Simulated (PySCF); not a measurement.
C2H4BFO2, SMILES B(O)(C(=O)C)F. Atoms are numbered in the order given.

```xyz
10

C     -0.8225     1.8283     0.0000
C      0.2354     0.7581     0.0000
O      1.4315     1.0155     0.0000
B     -0.1415    -0.8158     0.0000
O      0.8739    -1.6854     0.0000
F     -1.4000    -1.2384     0.0000
H     -1.4753     1.7055     0.8814
H     -1.4753     1.7055    -0.8814
H     -0.3676     2.8283     0.0000
H      1.7048    -1.1743     0.0000
```
Charge 0, spin multiplicity 1.

The structure is a stationary point at B3LYP-D3(BJ)/def2-SVP. The structure was generated by enumeration, and PubChem lists no compound with its InChIKey, so it may never have been made. One conformer was computed; it need not be the lowest.

These are r2SCAN/def2-TZVP run with PySCF values and carry that method's errors.

Gas-phase values at a fixed geometry.

Computed frontier levels, gap, dipole moment and polarisability:
```json
{
 "highest_occupied_level": "-6.28 eV",
 "lowest_empty_level": "-2.92 eV",
 "orbital_gap": "3.36 eV",
 "dipole_moment": "1.53 D",
 "quadrupole, principal values (traceless, Buckingham form, about the centre of nuclear charge)": "-9.59, 4.26, 5.33 D·Å",
 "mean_static_polarisability": "43.5 bohr³ (6.44 Å³)",
 "polarisability_principal_values": "31.8, 45.9, 52.8 bohr³"
}
```
